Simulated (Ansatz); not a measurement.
`[NH2][Nb](=[O])([Cl])[Cl]` at its PBE0-D4/def2-TZVP geometry, where that method's forces vanish. The species carries charge 0 and has multiplicity 1. Nb takes the def2 core potential.

```xyz
7

N    -0.1694    0.7052    0.9908
Nb    0.1646   -0.3442   -0.6057
O     1.3355    0.5402   -1.4260
Cl    0.9735   -2.4196   -0.0276
Cl   -1.7585   -0.5019   -1.8597
H    -0.8337    0.4445    1.7083
H     0.2880    1.5759    1.2200
```

Problem. What forces (eV/Å) does r2SCAN-D4/def2-TZVPP give on these atoms in Ansatz 0.2.0? (Best estimate.)

Solution. Ansatz gave: 
```
N1  -0.017  0.109  0.139
Nb2 -0.326 -0.331  0.140
O3   0.426  0.328 -0.292
Cl4  0.061 -0.138  0.038
Cl5 -0.128 -0.005 -0.089
H6  -0.017  0.011  0.036
H7   0.000  0.026  0.028
```
